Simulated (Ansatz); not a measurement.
Computed with Ansatz on PBE0-D4/def2-TZVP structures; ΔE is electronic, products minus reactants. CCSD(T)/CBS is the MP2 limit (def2-TZVPP, def2-QZVPP) plus CCSD(T) − MP2 in def2-TZVPP, frozen cores. This one scheme is used for every species, atoms too. Functionals use def2-TZVPP. Open shells (•) are unrestricted, without spin–orbit coupling. Spin–orbit coupling would lower the free atoms: a little for Al, C, Cl. Each species was taken in one conformer, which may not be the lowest.

Reaction (atomization): `C[CH2][Al@-]1([Cl])[Cl+][Al@@-]([Cl])([CH2]C)[Cl+]1` → 2 Al• + 4 C• + 4 Cl• + 10 H•

```
    level  ΔE (kJ/mol)
 PBE-QIDH       7480.3
CAM-B3LYP       7393.0
```

**Question.** What does CCSD(T)/CBS give? (Best estimate.)

**Answer.** Computed: +7486.0 kJ/mol. The listed levels differ from it by -5.7, -93.0 kJ/mol.

Largest T1 diagnostic among the species: 0.018.

At CCSD(T), def2-SVP lies −347.5 kJ/mol from the extrapolated value and def2-TZVPP −183.5 kJ/mol: correlation converges slowly with the basis, and small sets miss more of it in the bonded molecule than in its fragments. Leaving LDA and LC-ωPBE aside and taking each functional with its dispersion term where it has one, the values, not all of them listed here, spread over 251.6 kJ/mol, from BHLYP-D4 to PBE-D4. LDA lies +897.6 kJ/mol from PBE without D4, its usual overbinding.

For atomizations the MP2-based limit and the directly extrapolated one differ by several kJ/mol either way, and by 10 to 25 for some Ge, Se and Sn compounds, so smaller differences from it don't rank the levels.
